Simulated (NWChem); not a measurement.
System: C3H7N; SMILES C=CCN

Input file for NWChem:

```
start job
memory heap 200 mb stack 900 mb global 1100 mb
geometry units angstroms noautosym nocenter noautoz
  C      0.031130     1.848140    -0.244066
  C      0.278157     0.688602     0.366375
  C     -0.534121    -0.565001     0.186789
  N      0.342231    -1.688657    -0.174217
  H     -0.802658     1.963775    -0.934448
  H      0.644845     2.728889    -0.074402
  H      1.127624     0.593554     1.042562
  H     -1.010148    -0.825418     1.143321
  H     -1.352218    -0.370062    -0.529950
  H      0.727104    -1.531676    -1.104459
  H     -0.200811    -2.548834    -0.226298
end
basis spherical
  * library pcsseg-1
end
dft
  xc pbe0
  iterations 150
end
property
  shielding
end
task dft property
```

NWChem printed, in part:

```
             Northwest Computational Chemistry Package (NWChem) 7.3.0
             --------------------------------------------------------

                             Geometry "geometry" -> ""
                             -------------------------

 Output coordinates in angstroms (scale by  1.889725989 to convert to a.u.)

  No.       Tag          Charge          X              Y              Z
 ---- ---------------- ---------- -------------- -------------- --------------
    1 C                    6.0000     0.03113000     1.84814000    -0.24406600
    2 C                    6.0000     0.27815700     0.68860200     0.36637500
    3 C                    6.0000    -0.53412100    -0.56500100     0.18678900
    4 N                    7.0000     0.34223100    -1.68865700    -0.17421700
    5 H                    1.0000    -0.80265800     1.96377500    -0.93444800
    6 H                    1.0000     0.64484500     2.72888900    -0.07440200
    7 H                    1.0000     1.12762400     0.59355400     1.04256200
    8 H                    1.0000    -1.01014800    -0.82541800     1.14332100
    9 H                    1.0000    -1.35221800    -0.37006200    -0.52995000
   10 H                    1.0000     0.72710400    -1.53167600    -1.10445900
   11 H                    1.0000    -0.20081100    -2.54883400    -0.22629800

 Effective nuclear repulsion energy (a.u.)     117.3927619038

                              NWChem Property Module
                              ----------------------

  itol2e modified to match energy
  convergence criterion.

                                 NWChem DFT Module
                                 -----------------

 Summary of "ao basis" -> "ao basis" (spherical)
 ------------------------------------------------------------------------------
       Tag                 Description            Shells   Functions and Types
 ---------------- ------------------------------  ------  ---------------------
 C                          pcsseg-1                 7       17   3s3p1d
 N                          pcsseg-1                 7       17   3s3p1d
 H                          pcsseg-1                 3        5   2s1p

  itol2e modified to match energy
  convergence criterion.

            General Information
            -------------------
          SCF calculation type: DFT
          Wavefunction type:  closed shell.
          No. of atoms     :    11
          No. of electrons :    32
           Alpha electrons :    16
            Beta electrons :    16
          Charge           :     0
          Spin multiplicity:     1
          Use of symmetry is: off; symmetry adaption is: off
          Maximum number of iterations: 150
          AO basis - number of functions:   103
                     number of shells:    49
          Convergence on energy requested:  1.00D-07
          Convergence on density requested:  1.00D-05
          Convergence on gradient requested:  5.00D-04

              XC Information
              --------------
                         PBE0 Method XC Functional
                     Hartree-Fock (Exact) Exchange  0.250
          PerdewBurkeErnzerhof Exchange Functional  0.750
            Perdew 1991 LDA Correlation Functional  1.000 local
           PerdewBurkeErnz. Correlation Functional  1.000 non-local

             Grid Information
             ----------------
          Grid used for XC integration:  fine
          Radial quadrature: Mura-Knowles
          Angular quadrature: Lebedev.
          Tag              B.-S. Rad. Rad. Pts. Rad. Cut. Ang. Pts.
          ---              ---------- --------- --------- ---------
          C                   0.70       70          12.0       590
          N                   0.65       70          12.0       590
          H                   0.35       60          13.0       590
          Grid pruning is: on
          Number of quadrature shells:   700
          Spatial weights used:  Erf1

      Superposition of Atomic Density Guess
      -------------------------------------

 Sum of atomic energies:        -170.73682346

      Non-variational initial energy
      ------------------------------

 Total energy =    -173.257192
 1-e energy   =    -460.136819
 2-e energy   =     169.486865
 HOMO         =      -0.318023
 LUMO         =      -0.006746

   convergence    iter        energy       DeltaE   RMS-Dens  Diis-err
 ---------------- ----- ----------------- --------- --------- ---------
 d= 0,ls=0.0,diis     1   -172.9724658086 -2.90D+02  5.11D-03  4.09D-01
 d= 0,ls=0.0,diis     2   -173.0022733981 -2.98D-02  2.61D-03  1.41D-01
 d= 0,ls=0.0,diis     3   -173.0121652348 -9.89D-03  9.68D-04  4.67D-02
 d= 0,ls=0.0,diis     4   -173.0167729347 -4.61D-03  1.61D-04  4.14D-04
 d= 0,ls=0.0,diis     5   -173.0168101427 -3.72D-05  4.95D-05  7.49D-05
  Resetting Diis
 d= 0,ls=0.0,diis     6   -173.0168188717 -8.73D-06  1.51D-05  4.55D-06
 d= 0,ls=0.0,diis     7   -173.0168192784 -4.07D-07  1.57D-05  1.27D-06
 d= 0,ls=0.0,diis     8   -173.0168189871  2.91D-07  9.84D-06  3.53D-06
 d= 0,ls=0.0,diis     9   -173.0168194426 -4.55D-07  7.88D-07  1.84D-08
 d= 0,ls=0.0,diis    10   -173.0168194449 -2.28D-09  1.94D-07  4.40D-10

         Total DFT energy =     -173.016819444907
      One electron energy =     -464.656700604398
           Coulomb energy =      199.800103386274
    Exchange-Corr. energy =      -25.552984130631
 Nuclear repulsion energy =      117.392761903847

 Numeric. integr. density =       32.000000706762

                       DFT Final Molecular Orbital Analysis
                       ------------------------------------

 Vector   14  Occ=2.000000D+00  E=-3.562030D-01
              MO Center=  6.2D-02,  7.4D-01,  9.4D-02, r^2= 3.2D+00
   Bfn.  Coefficient  Atom+Function         Bfn.  Coefficient  Atom+Function
  ----- ------------  ---------------      ----- ------------  ---------------
    79      0.245107   7 H  s                74     -0.242888   6 H  s
    69      0.226586   5 H  s                42     -0.192655   3 C  py
    24      0.173650   2 C  px                7     -0.146792   1 C  px
    41     -0.135773   3 C  px               25      0.127723   2 C  py
    27      0.115749   2 C  px               45     -0.115568   3 C  py

[...]

          -----------------------------------------
          Chemical Shielding Tensors (GIAO, in ppm)
          -----------------------------------------

                                NWChem CPHF Module
                                ------------------

  scftype          =     RHF
  nclosed          =       16
  nopen            =        0
  variables        =     1392
  # of vectors     =        3
  tolerance        = 0.10D-03
  level shift      = 0.00D+00
  max iterations   =       50
  max subspace     =       30

 SCF residual:    9.1281714619938981E-006

Iterative solution of linear equations
  No. of variables     1392
  No. of equations        3
  Maximum subspace       30
        Iterations       50
       Convergence  1.0D-04

   iter   nsub   residual    time
   ----  ------  --------  ---------
     1      3    4.70D-01      37.7
     2      6    2.51D-02      40.9
     3      9    1.76D-03      44.0
     4     12    5.49D-05      47.1

      Atom:    1  C
        Diamagnetic
    252.0276      0.2792      7.1408
      0.2792    266.2124     -7.1532
      7.1408     -7.1532    250.3787

        Paramagnetic
   -227.0630    -58.5881    -88.0233
    -58.5881   -198.0945      1.6740
    -88.0233      1.6740   -155.4872

        Total Shielding Tensor
     24.9646    -58.3089    -80.8825
    -58.3089     68.1179     -5.4791
    -80.8825     -5.4791     94.8916

           isotropic =      62.6580
          anisotropy =     143.0377

          Principal Components and Axis System
                 1           2           3
              158.0165     81.2872    -51.3296

      1        -0.5928     -0.1434      0.7925
      2         0.3400      0.8475      0.4077
      3         0.7301     -0.5111      0.4536

      Atom:    2  C
        Diamagnetic
    248.7638      5.5931      5.9276
      5.5931    271.0040     -4.2311
      5.9276     -4.2311    245.1459

        Paramagnetic
   -252.8328    -58.1336   -106.4956
    -58.1336   -231.8268      8.2069
   -106.4956      8.2069   -177.8106

        Total Shielding Tensor
     -4.0689    -52.5405   -100.5680
    -52.5405     39.1773      3.9757
   -100.5680      3.9757     67.3354

           isotropic =      34.1479
          anisotropy =     172.7364

          Principal Components and Axis System
                 1           2           3
              149.3055    -88.5299     41.6682

      1        -0.5933      0.8014     -0.0754
      2         0.3099      0.3139      0.8975
      3         0.7429      0.5091     -0.4346

      Atom:    3  C
        Diamagnetic
    243.7594     -1.2123     -0.2710
     -1.2123    256.0163      3.9813
     -0.2710      3.9813    237.2894

        Paramagnetic
   -110.7802     -2.8646      3.4765
     -2.8646   -111.6401      6.9806
      3.4765      6.9806   -115.8415

        Total Shielding Tensor
    132.9792     -4.0769      3.2055
     -4.0769    144.3762     10.9619
      3.2055     10.9619    121.4479

           isotropic =     132.9344
          anisotropy =      24.4041

          Principal Components and Axis System
                 1           2           3
              149.2038    133.7422    115.8573

      1        -0.1638      0.9525     -0.2566
      2         0.9238      0.0569     -0.3785
      3         0.3459      0.2991      0.8893

      Atom:    4  N
        Diamagnetic
    310.7735     -2.7725     -9.7453
     -2.7725    325.0839      3.9483
     -9.7453      3.9483    310.5263

        Paramagnetic
    -89.4209      6.6893    -14.3905
      6.6893    -67.7359     -6.3466
    -14.3905     -6.3466   -104.4494

        Total Shielding Tensor
    221.3527      3.9168    -24.1358
      3.9168    257.3480     -2.3983
    -24.1358     -2.3983    206.0769

           isotropic =     228.2592
          anisotropy =      45.2561

          Principal Components and Axis System
                 1           2           3
              258.4300    237.9504    188.3972

      1         0.1884      0.7842      0.5913
      2         0.9733     -0.2296     -0.0055
      3        -0.1314     -0.5765      0.8064

      Atom:    5  H
        Diamagnetic
     32.2908     -2.5100      8.3863
     -2.5100     28.1789     -3.4989
      8.3863     -3.4989     30.1359

        Paramagnetic
     -8.3027      1.0873     -9.1462
      1.0873     -0.0496      1.4006
     -9.1462      1.4006     -4.2073

        Total Shielding Tensor
     23.9881     -1.4227     -0.7599
     -1.4227     28.1293     -2.0982
     -0.7599     -2.0982     25.9286

           isotropic =      26.0153
          anisotropy =       5.2722

          Principal Components and Axis System
                 1           2           3
               29.5301     25.6832     22.8326

      1        -0.1579     -0.5888      0.7927
      2         0.8673      0.3010      0.3964
      3        -0.4720      0.7501      0.4632

      Atom:    6  H
        Diamagnetic
     28.3854      7.2119      1.6299
      7.2119     38.7484      0.5021
      1.6299      0.5021     24.2306

        Paramagnetic
     -4.6294     -7.8533     -2.2677
     -7.8533     -9.4458     -1.8615
     -2.2677     -1.8615      1.1563

        Total Shielding Tensor
     23.7560     -0.6414     -0.6378
     -0.6414     29.3026     -1.3594
     -0.6378     -1.3594     25.3869

           isotropic =      26.1485
          anisotropy =       5.4150

          Principal Components and Axis System
                 1           2           3
               29.7585     25.3525     23.3345

      1        -0.0716     -0.4388      0.8957
      2         0.9554      0.2279      0.1880
      3        -0.2866      0.8692      0.4029

      Atom:    7  H
        Diamagnetic
     33.3836      0.5356      8.9032
      0.5356     28.0681     -0.3153
      8.9032     -0.3153     29.7925

        Paramagnetic
    -10.7133     -0.2190     -9.3181
     -0.2190     -0.5503      0.0031
     -9.3181      0.0031     -4.7844

        Total Shielding Tensor
     22.6703      0.3166     -0.4148
      0.3166     27.5178     -0.3121
     -0.4148     -0.3121     25.0081

           isotropic =      25.0654
          anisotropy =       3.7770

          Principal Components and Axis System
                 1           2           3
               27.5834     25.0277     22.5851

      1         0.0748     -0.1530      0.9854
      2         0.9884      0.1420     -0.0530
      3        -0.1319      0.9780      0.1619

      Atom:    8  H
        Diamagnetic
     27.3842      2.1602     -7.5797
      2.1602     26.8785     -2.2908
     -7.5797     -2.2908     32.6509

        Paramagnetic
      0.1240     -2.3593      3.6703
     -2.3593      0.2961      2.0606
      3.6703      2.0606     -3.2496

        Total Shielding Tensor
     27.5082     -0.1991     -3.9093
     -0.1991     27.1746     -0.2302
     -3.9093     -0.2302     29.4013

           isotropic =      28.0280
          anisotropy =       6.6745

          Principal Components and Axis System
                 1           2           3
               32.4777     27.2061     24.4003

      1        -0.6180     -0.0909      0.7809
      2        -0.0109      0.9942      0.1071
      3         0.7861     -0.0577      0.6154

      Atom:    9  H
        Diamagnetic
     33.3203     -1.1966      7.7358
     -1.1966     26.9396     -0.6295
      7.7358     -0.6295     26.5544

        Paramagnetic
     -3.1042     -1.5152     -5.0723
     -1.5152      1.6657      0.7757
     -5.0723      0.7757     -1.1449

        Total Shielding Tensor
     30.2161     -2.7117      2.6635
     -2.7117     28.6053      0.1462
      2.6635      0.1462     25.4095

           isotropic =      28.0770
          anisotropy =       7.1466

          Principal Components and Axis System
                 1           2           3
               32.8413     27.5468     23.8428

      1         0.8126      0.3412     -0.4725
      2        -0.5105      0.8079     -0.2945
      3         0.2812      0.4805      0.8307

      Atom:   10  H
        Diamagnetic
     26.8173     -0.6150     -8.3212
     -0.6150     28.3512      0.5309
     -8.3212      0.5309     37.6856

        Paramagnetic
      1.7405      0.0001      2.2175
      0.0001      0.8931     -0.3334
      2.2175     -0.3334     -1.5483

        Total Shielding Tensor
     28.5577     -0.6149     -6.1037
     -0.6149     29.2443      0.1975
     -6.1037      0.1975     36.1373

           isotropic =      31.3131
          anisotropy =      12.3609

          Principal Components and Axis System
                 1           2           3
               39.5537     29.2701     25.1156

      1        -0.4868     -0.0711      0.8706
      2         0.0457      0.9932      0.1067
      3         0.8723     -0.0918      0.4802

      Atom:   11  H
        Diamagnetic
     27.8024      6.3015     -1.1840
      6.3015     41.3682      1.7408
     -1.1840      1.7408     23.9829

        Paramagnetic
      0.3896     -1.7785     -0.0945
     -1.7785     -2.0296     -0.6023
     -0.0945     -0.6023      0.8765

        Total Shielding Tensor
     28.1920      4.5230     -1.2785
      4.5230     39.3386      1.1386
     -1.2785      1.1386     24.8594

           isotropic =      30.7967
          anisotropy =      15.2587

          Principal Components and Axis System
                 1           2           3
               40.9692     27.5212     23.8997

      1         0.3298      0.8201      0.4677
      2         0.9432     -0.2650     -0.2005
      3         0.0405     -0.5072      0.8609
```

Level: PBE0/pcSseg-1, GIAO. Coordinates come from a B3LYP/6-31G* (spherical d) optimisation. The printed shielding anisotropy is the first printed principal value minus the mean of the other two.
